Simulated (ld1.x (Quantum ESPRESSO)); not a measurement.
Plane-wave convergence, TM semilocal potential for N (Z = 7)

nitrogen (N), norm-conserving Troullier–Martins (semilocal form), made with ld1.x (Quantum ESPRESSO) 7.5 (revPBE, non-relativistic). Core [He], reference 2s2 2p1.5 (charge +1.5). Waves: 2p (bound): rc 0.86 bohr; 2s (bound): rc 0.94 bohr. Local part: the s channel. Core correction: Bessel-smoothed model core, default radius (core density twice the valence density).

The pseudo-atom Hamiltonian at the reference potential is diagonalised in spherical Bessel functions j_l(qr) that vanish at 20 bohr, with q² up to the cutoff. All-electron valence levels (Ry): 2p -2.1071, 2s -2.9781.

**Question.** How do the lowest levels (Ry) of each channel move with the cutoff, and are there ghosts?

**Answer.**

```
cutoff (Ry)     p #1     p #2     s #1     s #2  Σ f·Δε (mRy)
          8  -1.3537  -0.3917  -2.7867  -0.6596        1512.9
         15  -1.6400  -0.4429  -2.8055  -0.6616        1045.8
         30  -1.8822  -0.4827  -2.9194  -0.6780         454.6
         45  -1.9939  -0.4996  -2.9662  -0.6854         193.5
         60  -2.0462  -0.5072  -2.9743  -0.6869          98.8
         90  -2.0936  -0.5140  -2.9751  -0.6870          26.2
        140  -2.1066  -0.5159  -2.9777  -0.6873           1.5
        200  -2.1069  -0.5159  -2.9780  -0.6874           0.5
        400  -2.1071  -0.5160  -2.9781  -0.6874           0.0
```

Result: no extra level below or beside the all-electron valence levels (p, s tested); the semilocal form is local in each channel, so this says nothing of the separable form that plane-wave codes build from it; 10 mRy is reached at 110 Ry and 1 mRy at 160 Ry.
